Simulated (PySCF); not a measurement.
# Spinor energies of Cd (cadmium, neutral)

Start: [Kr] 4d10 5s1 5p1; 5s1/2 filled at m_j = +1/2; 5p3/2 filled at m_j = +3/2. Calculated with PySCF 2.14 in x2c-TZVPall-2c with one added diffuse shell each of s, p, d type (9s10p8d1f, 86 functions): generalised Hartree-Fock with the X2C-1e Hamiltonian and a Gaussian nucleus; one run each with spin-orbit coupling (SO) switched off, then screened by Boettger's factors. This is a chosen level, not necessarily the ground level.

```csv
spinor shell,electrons,"ε, spin-free (eV)","ε, screened SO (eV)",weight of nominal j (screened SO),"rms radius, screened SO (bohr)"
1s1/2,2,-26847.8,-26845.7,1.000,0.0348
2s1/2,2,-4075.6,-4075.0,1.000,0.142
2p1/2,2,-3650.0,-3783.4,1.000,0.124
2p3/2,4,-3650.0,-3588.8,1.000,0.128
3s1/2,2,-798.96,-798.87,1.000,0.381
3p1/2,2,-655.91,-680.59,1.000,0.375
3p3/2,4,-655.91,-644.62,1.000,0.386
3d3/2,4,-432.62,-436.94,1.000,0.362
3d5/2,6,-432.62,-429.73,1.000,0.365
4s1/2,2,-130.60,-130.65,1.000,0.943
4p1/2,2,-86.406,-90.692,1.000,1.01
4p3/2,4,-86.406,-84.534,1.000,1.04
4d3/2,4,-21.201,-21.759,0.990,1.37
5s1/2,1,-10.243,-10.267,0.999,3.21
5p3/2,1,-4.942,-4.879,1.000,4.44
```

Task: Where does 4d5/2 lie, and what is the 4d spin-orbit splitting (screened SO)?

Result: At -20.934 eV, 0.825 eV above 4d3/2.

| quantity | spin-free | screened SO |
| --- | --- | --- |
| E (hartree) | -5590.68203 | -5591.80451 |
| M_J | 2 | 2 |
| ⟨J²⟩ | 6.011 | 6.011 |
| ⟨L²⟩ | 2.008 | 2.024 |
| ⟨S²⟩ | 2.003 | 2.020 |

Breit and QED terms are absent; they matter most for the inner s and p1/2 levels.

Densities and radii are taken from the X2C orbitals without a picture-change correction, which distorts them close to the nucleus.

Without spin-orbit coupling the j labels of p, d and f shells carry no meaning; the spin-free column gives the mean over the occupied spinors of each nl shell.
